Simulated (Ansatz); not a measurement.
Consider the silylene formation by 1,1-elimination: `NC([SiH3])[SeH]` → `NC[SeH]` + `[SiH2]`.

Computed with Ansatz on PBE0-D4/def2-TZVP structures; ΔE is electronic, products minus reactants. CBS: MP2 limit from def2 TZ/QZ plus the TZ coupled-cluster correction, frozen cores. This one scheme is used for every species. For Se outer-core shells are correlated without core-valence functions, which leaves a few kJ/mol of doubt a bond. Scalar relativity is left out up to krypton. One conformer a species, not always the lowest.

```tsv
level	ΔE (eV)
SCS-MP2/def2-TZVPP	2.33
MP2/CBS(def2)	2.55
```

Problem. What does CCSD(T)/CBS give? (An estimate is asked.)

Solution. Computed: +2.33 eV. The listed levels differ from it by 0.00, 0.22 eV.

Largest T1 diagnostic among the species: 0.014.

The D4 term adds +0.18 eV with B3LYP and +0.10 eV with PBE0; it sums over pairs of atoms, weighted by their polarisabilities, and B3LYP, whose exchange is more repulsive, gets the larger term. In def2-TZVPP, CCSD(T) changes the Hartree–Fock value by +0.25 eV (the triples alone add +0.07 eV) and MP2 by +0.47 eV.

B3LYP here is the variant with VWN-RPA as its local correlation; programs differ in this.
